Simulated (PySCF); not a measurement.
Zn(F)(GeH3) (FGeH3Zn), SMILES [F][Zn][GeH3].

Geometry: PBE-D3(BJ)/def2-SVP. The structure was generated by enumeration; whether it is a known compound was not checked.

Level of theory: PBE-D3(BJ)/def2-SVP in PySCF.

Frequencies are harmonic and unscaled.

Modes within 1.5 cm⁻¹ of each other (mostly degenerate sets) share a row, with their intensities summed.

```tsv
mode	ν (cm⁻¹)	IR (km/mol)	moving atoms (share of kinetic energy)
1–2	102	25.2	F 50 %, Zn 41 %
3	240	0.5	Ge 51 %, Zn 33 %, F 14 %
4–5	414	4.4	H 92 %
6	669	89.7	F 73 %, Zn 26 %
7	762	143.6	H 96 %
8–9	855	53.2	H 99 %
10	2066	52.4	H 100 %
11–12	2080	199.8	H 98 %
```
